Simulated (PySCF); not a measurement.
# [OsF3]+, triplet: data card

These are results of UPBE/[Os def2-SVP with ECP60, F def2-SVP], scalar-relativistic core potentials, density fitting, no spin–orbit coupling, PySCF, not measurements.

The structure is a minimum.

```xyz
4
charge 1 multiplicity 3, angstrom
Os    0.0000    0.0000    0.0000
F     1.7880    0.0000    0.0000
F    -0.8940    1.5485    0.0000
F    -0.8940   -1.5484    0.0000
```

```json
{
 "Point group": "D3h",
 "Bond lengths": "Os–F 1.788 Å (×3)",
 "Bond angles": "F–Os–F 120.0° (×3)",
 "Entropy at 298.15 K and 1 bar (electronic part: spin only)": "313.6 J/(mol K)",
 "Principal polarisabilities": "22.9, 32.2, 32.2 bohr³",
 "Dipole moment about the centre of mass": "0.00 D",
 "Heat capacity Cp at 298.15 K": "65.7 J/(mol K)",
 "Lowest empty level (β)": "-12.91 eV",
 "Enthalpy at 298.15 K above 0 K": "15.45 kJ/mol",
 "Highest occupied level (β)": "-13.63 eV",
 "Rotational symmetry number": "6",
 "Rotational constants": "0.185, 0.185, 0.09252 cm⁻¹",
 "Zero-point energy": "16.8 kJ/mol",
 "Spin squared ⟨S²⟩": "2.005",
 "Principal quadrupole moments (Buckingham, traceless) about the centre of mass": "-2.75, 1.38, 1.38 D Å"
}
```

Harmonic modes (masses in u: Os 191.961, F 18.998):
```csv
symmetry,ω (cm⁻¹),"IR (km/mol, summed over degenerate members)",μ (u),type
a2'',151,2.6,23.94,bend
e',174,4.2,20.79,bend
a1',761,0.0,19.00,stretch
e',773,121,21.59,stretch
```

In D3h the vibrations span a2'' + 2e' + a1'. The a1' mode carries no infrared intensity, as symmetry demands.

Charges (e):
```tsv
atom	Mulliken	Löwdin	polar tensor	spin (Mulliken)	Mayer order to Os1
Os1	1.27	0.69	1.86	1.70	–
F2,3,4	-0.09	0.10	-0.29	0.10	1.30
```

Mulliken populations on Os1 (electrons outside its core potential): s 2.69, p 6.23, d 5.70, f 0.11.

Outer orbital energies (eV). α occupied: -19.85, -18.81, -18.81, -18.75, -18.60, -14.60, -14.60, -14.33; empty: -12.41, -12.41, -8.23, -5.71. β occupied: -20.81, -19.08, -19.08, -18.74, -18.74, -18.53, -18.25, -13.63; empty: -12.91, -12.91, -11.77, -11.77.

Formally Os is in oxidation state +4, d4, with 2 unpaired electrons (the high-spin count would be 4). The Mulliken spin on Os is 1.70. The polar-tensor charge on Os, 1.86, is far below the formal one.

Only a few start shapes were tried, so a lower isomer may exist. Other spin states or occupations of the open shell can lie lower. Spin–orbit coupling, left out here, can matter for elements this heavy.

The final relaxation and frequency run took of the order of 50 core-seconds on a shared host.
